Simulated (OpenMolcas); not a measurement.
An OpenMolcas run meant for Br (ANO-RCC-VDZP, DKH3; inactive shells 1s 2s 2p 3s 3p 3d 4s; intended active space 5 electrons in 3 orbitals (4p)). One step of its input:

```
&RASSCF
FileOrb=start.orb
Symmetry=2
Spin=2
nActEl=5 0 0
Inactive=9 6
Ras2=0 3
CIRoot=5 5 1
SDav=3
CIMx=300
Iter=64 100
PrWF=0.3
OrbListing=Nothing
MaxOrb=0
Atom
>>> COPY $Project.JobIph JOB001
```

Lines from the output:

```
...
      Number of secondary orbitals               9
      Spin quantum number                      0.5
      State symmetry                             2
Orbital specifications:
      -----------------------

      Symmetry species                           1   2
                                                ag  au
      Frozen orbitals                            0   0
      Inactive orbitals                          9   6
      Active orbitals                            0   3
      RAS1 orbitals                              0   0
      RAS2 orbitals                              0   3
      RAS3 orbitals                              0   0
      Secondary orbitals                         6   3
      Deleted orbitals                           0   0
      Number of basis functions                 15  12
      Number of CSFs                             3
      Number of root(s) required                 5
 ************ ERROR ***********
  You can't ask for more roots
  than there are configurations
 ******************************
--- Stop Module: rasscf at  /rc=_RC_INPUT_ERROR_ ---
.####################.
.# User input error #.
.####################.
```

Question: What is wrong with the input?

Answer: CIRoot asks for more roots than the active space has configuration state functions.
